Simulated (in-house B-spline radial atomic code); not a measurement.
A fraction x of an electron is removed from 4f in the promethium ion Pm²⁺, starting from [Xe] 4f5 and keeping the highest spin. Method: scalar-relativistic (X2C) PBE, spin-polarised, spherical fractional occupations, Fermi nucleus of rms radius 4.962 fm. Calculated with a radial B-spline atomic code at the basis-set limit.

```
   x  E(x) - E(0) (eV)  4f up level (eV)
   0            0.0000           -16.320
0.01            0.1639           -16.470
0.17            2.9939           -18.918
0.33            6.2223           -21.451
0.44            8.6798           -23.237
 0.5           10.1037           -24.227
0.52           10.5915           -24.559
0.67           14.4642           -27.087
0.78           17.5476           -28.980
0.93           22.0913           -31.612
   1           24.3477           -32.861
```

The exact functional would give a straight line between the two integer points. Deviations E(x) - E(0) - x[E(1) - E(0)], in eV: -0.08 at x = 0.01, -1.145 at x = 0.17, -1.812 at x = 0.33, -2.033 at x = 0.44, -2.07 at x = 0.5, -2.069 at x = 0.52, -1.849 at x = 0.67, -1.444 at x = 0.78, -0.552 at x = 0.93.

The curve lies below the straight line by up to 2.07 eV (at x = 0.5): convex, the delocalisation error that favours fractional charges.

Q: How well does Slater's transition state (minus the level at half occupation) give the ionisation energy?

A: It gives 24.227 eV against 24.348 eV from the two total energies; NIST lists 22.44 eV, ground level to ground level.
